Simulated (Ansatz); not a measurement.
`[CH3][Zr]([NH2])([F])[F]` and `[NH2][Zr]([OH])([F])[F]` differ in one atom or group.

Ansatz, PBE0-D4/def2-TZVP geometries, multiplicity 1. Each molecule was computed in one conformer, which needn't be the lowest.

Elements past krypton have def2 core potentials.

| property | `[CH3][Zr]([NH2])([F])[F]` |
| --- | --- |
| HOMO energy (B3LYP/def2-TZVPP) / eV | -7.44 |
| HOMO–LUMO gap (PBE0/def2-TZVPP) / eV | 6.88 |
| HOMO energy (ωB97M-V/def2-TZVPP) / eV | -9.97 |
| size of the dipole moment (PBE/def2-TZVPP) / D | 2.21 |
| HOMO energy (PBE0/def2-TZVPP) / eV | -7.67 |
| LUMO energy (PBE0/def2-TZVPP) / eV | -0.79 |

**Question.** What does the change do to each property? (Best estimate.)

**Answer.** Ansatz gave: 
```tsv
property	`[NH2][Zr]([OH])([F])[F]`	shift
HOMO energy (B3LYP/def2-TZVPP) / eV	-7.49	-0.05
HOMO–LUMO gap (PBE0/def2-TZVPP) / eV	7.26	0.38
HOMO energy (ωB97M-V/def2-TZVPP) / eV	-10.11	-0.14
size of the dipole moment (PBE/def2-TZVPP) / D	2.70	0.49
HOMO energy (PBE0/def2-TZVPP) / eV	-7.74	-0.07
LUMO energy (PBE0/def2-TZVPP) / eV	-0.48	0.31
```

With PBE0 the HOMO falls by 0.07 eV and the LUMO rises by 0.31 eV, so the gap widens by about 0.38 eV. PBE moves the HOMO by 0.03 eV and ωB97M-V by -0.14 eV. The zero-point energy changes by -57.6 kJ/mol with -6 modes. Dipoles are sizes alone; their direction can turn.

B3LYP here is the variant with VWN-RPA as its local correlation; programs differ in this.
